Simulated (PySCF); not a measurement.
# Correlation energy of W⁺ (tungsten, charge +1)

[Xe] 4f14 5d4 6s1, high-spin 6D determinant. Calculation: PySCF 2.14, in def2-TZVPPD with the def2 core potential (60 electrons) (6s5p3d2f1g, 59 functions); a scalar-relativistic core potential. Frozen: nothing; 13 electrons correlated.

```csv
level,correlation energy (mhartree)
CCSD,-269.67
(T),-6.39
CCSD(T),-276.06
```

Diagnostics: T1 = 0.0069, D1 = 0.0253, largest double amplitude 0.020.

Spin-orbit coupling, absent here, splits the open shell strongly.

Cost of the coupled-cluster step: of the order of 19 core-seconds, for 13 correlated electrons.

The basis has no tight functions for the innermost shells, so their pair energies are far from complete.

This basis was not built for core-valence correlation, so the inner-shell part is incomplete.
